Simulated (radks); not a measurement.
Task: All-electron atom: a nucleus of charge 50.2 with 50 electrons in [Kr] 4d10 5s2 5p2. Method: scalar-relativistic Kohn-Sham, PBE, spin-polarised, spherical densities, finite nucleus; open shells are filled with parallel spins first (spin-orbit coupling, left out, can overturn this in heavy ions); Fermi nuclear charge, rms radius 4.6519 fm; computed with a radial shooting solver on a logarithmic mesh with Libxc functionals. Some entries of the table are withheld. Estimate them.

orbital  occ.  eigenvalue (Ry)  <r> (bohr)
1s up       1        -2151.267     0.02893
1s down     1        -2151.265     0.02893
2s up       1        -325.3752      0.1249
2s down     1        -325.3745      0.1249
2p up       3        -292.1153      0.1091
2p down     3        -292.1135      0.1091
3s up       1        -63.07234      0.3376
3s down     1        -63.07031      0.3376
3p up       3        -52.20722      0.3359
3p down     3        -52.20489      0.3359
3d up       5        -35.50811      0.3127
3d down     5        -35.50602      0.3127
4s up       1        -10.15829      0.8130
4s down     1        -10.15347      0.8129
4p up       3         -6.86760      0.8792
4p down     3         -6.86232      0.8787
4d up       5         -2.11300         (1)
4d down     5         -2.09978         (2)
5s up       1         -0.94389         (3)
5s down     1         -0.85143         (4)
5p up       2         -0.41646       3.060
5p down     0         -0.31652       3.112

Result: 
(1) 4d up <r> (bohr): 1.087
(2) 4d down <r> (bohr): 1.081
(3) 5s up <r> (bohr): 2.352
(4) 5s down <r> (bohr): 2.333
